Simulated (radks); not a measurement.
Results of a calculation; reference values are marked as such.
Species: Sn XLVIII. Configuration: [He] 2s1.

Code: a radial shooting solver on a logarithmic mesh with Libxc functionals. Model: non-relativistic Kohn-Sham, LB94 model potential, spin-polarised, spherical densities, point nucleus; open shells are filled with parallel spins first (spin-orbit coupling, left out, can overturn this in heavy ions); relativity is left out, which matters for an element this heavy.

Energy parts (hartree):
part                   energy
kinetic            2759.71340
electron-nucleus  -5571.84080
Hartree              86.12789
(The LB94 potential has no energy functional, so no total or exchange-correlation energy is given.)

Orbitals (lengths in bohr, moments of r in powers of bohr; r(max) is where P^2 peaks):
| orbital | occ. | eigenvalue (hartree) | <r^4> | <1/r> | r(max) |
|---|---|---|---|---|---|
| 1s up | 1 | -1204.699 | 3.737e-06 | 49.67 | 0.02011 |
| 1s down | 1 | -1204.481 | 3.756e-06 | 49.63 | 0.02012 |
| 2s down | 0 | -293.1307 | 0.0005052 | 12.21 | 0.1066 |
| 2s up | 1 | -292.4714 | 0.0005119 | 12.14 | 0.1071 |

The highest occupied level is 2s up at -7958.6 eV. The configuration is held as typed, so some empty levels lie below it. Summed over all electrons, <r^2> = 0.02012 bohr^2, which gives a Langevin (diamagnetic) susceptibility term of -0.0159 x 10^-6 cm^3/mol. The electron density at the nucleus is 8.308e+04 e/bohr^3. The spin density at the nucleus is 4744 e/bohr^3 (1s 61, 2s 4683). The density falls to 0.001 e/bohr^3 at r = 0.41 bohr. Spin moment in Bohr magnetons: 1.
